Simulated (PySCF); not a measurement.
A structure optimised at PBE-D3(BJ)/def2-SVP, used in a PySCF frequency run:

```
N
H 1 1.0270
Si 1 1.7340 2 114.08
F 3 1.6437 1 114.41 2 73.66
N 3 1.7244 4 103.54 1 117.36
H 5 1.0228 3 117.06 4 28.14
C 5 1.4518 6 114.75 3 -164.71
H 7 1.1090 5 109.31 6 -177.01
H 7 1.1128 8 106.94 5 -121.26
H 7 1.1155 8 107.13 9 -114.89
Si 1 1.7580 2 116.26 3 173.49
H 3 1.4980 4 105.09 5 126.53
H 11 1.5010 1 107.21 2 176.88
H 11 1.5068 13 109.54 1 120.32
H 11 1.5072 13 109.14 14 117.30
```
Charge 0, spin multiplicity 1.

Problem. Write its SMILES and formula.

Solution. CN[Si@@H](F)N[SiH3], CH9FN2Si2

Problem. What are its rotational constants (standard atomic weights)?

Solution. 2.9991, 1.3346, 0.98352 GHz
